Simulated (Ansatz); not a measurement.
Relaxation of the cluster Cs₄Cl₄⁻ with UKS PBE-D4/def2-SVPD.

```sh
$ ansatz run in.yaml --threads 4 --pin off --events-out ev --progress --plain --max-ram 4787MiB
```

```yaml
crystal:
  periodic: [false, false, false]
  atoms:
    - {symbol: Cs, position_ang: [-0.912830, 3.108390, -0.291980]}
    - {symbol: Cs, position_ang: [1.232910, -0.098130, 1.938050]}
    - {symbol: Cs, position_ang: [-1.816010, -2.577760, 0.824080]}
    - {symbol: Cs, position_ang: [0.394630, -0.222250, -2.250460]}
    - {symbol: Cl, position_ang: [0.792230, -2.835240, -0.788950]}
    - {symbol: Cl, position_ang: [2.006630, 2.281590, 0.237160]}
    - {symbol: Cl, position_ang: [-0.599430, -1.945670, 3.554340]}
    - {symbol: Cl, position_ang: [-1.098130, 2.289060, -3.222240]}
basis:
  gaussian: {orbitals: def2-SVPD}
total_charge: -1
magnetization: {spin_polarized: true, initial_magnetization: 1}
hamiltonian: {xc: pbe, dispersion: d4}
scf: {lower_state_search: "off"}
output: {orbitals: {seedname: orbitals}}
relax: {f_tol: 0.02, max_steps: 100}
```

Run time 1.8 min (4 threads of Arm Neoverse V2 on a shared host).

Positions (Å) and forces (eV/Å) at steps 1, 2, 3, 4, 5, 7, 10, 12 of 12:

```xyz
8
step=1 energy=-52262.2707 eV
Cs   -0.913    3.108   -0.292   -0.567    0.544    0.373
Cs    1.233   -0.098    1.938    0.406   -0.402    0.322
Cs   -1.816   -2.578    0.824   -0.818   -0.267   -0.078
Cs    0.395   -0.222   -2.250    0.356    0.305   -0.499
Cl    0.792   -2.835   -0.789    0.520   -0.600    0.186
Cl    2.007    2.282    0.237    0.587    0.365   -0.399
Cl   -0.599   -1.946    3.554   -0.168   -0.238    0.779
Cl   -1.098    2.289   -3.222   -0.317    0.293   -0.683
8
step=2 energy=-52262.8638 eV
Cs   -1.000    3.266   -0.294   -0.198    0.217    0.092
Cs    1.371   -0.189    2.038    0.215   -0.228    0.085
Cs   -1.947   -2.692    0.872   -0.279   -0.119    0.008
Cs    0.509   -0.178   -2.402    0.232    0.150   -0.178
Cl    0.828   -2.883   -0.739    0.152   -0.073    0.122
Cl    2.037    2.316    0.174    0.110    0.019   -0.174
Cl   -0.643   -2.016    3.684   -0.088   -0.078    0.284
Cl   -1.154    2.375   -3.332   -0.144    0.113   -0.239
8
step=3 energy=-52263.0535 eV
Cs   -1.065    3.345   -0.326   -0.075    0.089    0.009
Cs    1.493   -0.316    2.110    0.097   -0.171   -0.018
Cs   -2.018   -2.741    0.931   -0.100   -0.053    0.027
Cs    0.632   -0.099   -2.523    0.150    0.126   -0.033
Cl    0.838   -2.813   -0.693    0.047    0.080    0.108
Cl    2.001    2.252    0.132   -0.030   -0.084   -0.110
Cl   -0.676   -2.054    3.785   -0.034   -0.015    0.097
Cl   -1.204    2.427   -3.417   -0.057    0.029   -0.079
8
step=4 energy=-52263.1701 eV
Cs   -1.104    3.393   -0.377   -0.078    0.063    0.002
Cs    1.596   -0.488    2.107    0.056   -0.131   -0.013
Cs   -2.049   -2.771    0.995   -0.093   -0.030    0.032
Cs    0.782    0.019   -2.574    0.099    0.103   -0.018
Cl    0.806   -2.660   -0.650    0.050    0.057    0.092
Cl    1.900    2.126    0.119   -0.012   -0.064   -0.099
Cl   -0.688   -2.042    3.851   -0.007   -0.002    0.033
Cl   -1.242    2.422   -3.472   -0.016    0.005   -0.028
8
step=5 energy=-52263.2304 eV
Cs   -1.172    3.462   -0.403   -0.016    0.008   -0.015
Cs    1.685   -0.610    2.111    0.058   -0.035    0.034
Cs   -2.125   -2.813    1.049   -0.012   -0.003    0.021
Cs    0.901    0.100   -2.620    0.049    0.018   -0.052
Cl    0.799   -2.491   -0.543   -0.026   -0.040   -0.009
Cl    1.796    1.982    0.035   -0.006    0.045    0.012
Cl   -0.664   -2.059    3.859   -0.023   -0.002    0.018
Cl   -1.219    2.429   -3.489   -0.024    0.011   -0.009
8
step=7 energy=-52263.2490 eV
Cs   -1.308    3.387   -0.462   -0.010   -0.010    0.007
Cs    1.807   -0.752    2.071   -0.001   -0.006    0.001
Cs   -2.191   -2.696    1.147   -0.009    0.013   -0.003
Cs    1.070    0.184   -2.636    0.001    0.008    0.000
Cl    0.654   -2.460   -0.623    0.006   -0.001    0.002
Cl    1.687    1.998    0.164    0.005   -0.003   -0.004
Cl   -0.569   -2.059    3.898    0.006   -0.001    0.008
Cl   -1.151    2.397   -3.561    0.002    0.000   -0.010
8
step=10 energy=-52263.2573 eV
Cs   -1.515    3.053   -0.439    0.011   -0.003   -0.006
Cs    1.905   -0.840    2.050   -0.013   -0.007   -0.001
Cs   -2.267   -2.312    1.174    0.025    0.001    0.005
Cs    1.183    0.235   -2.647    0.000   -0.002    0.000
Cl    0.594   -2.394   -0.653   -0.007    0.003   -0.002
Cl    1.628    1.958    0.228   -0.007    0.003    0.001
Cl   -0.469   -2.101    3.906   -0.005    0.004   -0.005
Cl   -1.060    2.401   -3.619   -0.003   -0.001    0.008
8
step=12 energy=-52263.2577 eV
Cs   -1.495    3.071   -0.434   -0.001    0.001    0.002
Cs    1.890   -0.840    2.046    0.000   -0.002    0.001
Cs   -2.248   -2.333    1.167    0.000    0.000   -0.001
Cs    1.181    0.235   -2.647    0.001    0.001   -0.002
Cl    0.598   -2.401   -0.665    0.001    0.001    0.002
Cl    1.633    1.961    0.228    0.000   -0.001   -0.002
Cl   -0.484   -2.084    3.911    0.000    0.001    0.000
Cl   -1.075    2.391   -3.607    0.000    0.000    0.000
```

In the def2 sets Cs takes a core potential; there is no spin–orbit coupling. The highest occupied level of the charge -1 doublet lies above zero (up to 0.45 eV). The electron is either unbound and held by the finite basis, or the level is raised by self-interaction error. Another isomer (doublet) lies 0.12 eV lower at PBE0-D4/def2-TZVPD; other spin states weren't run for this one.
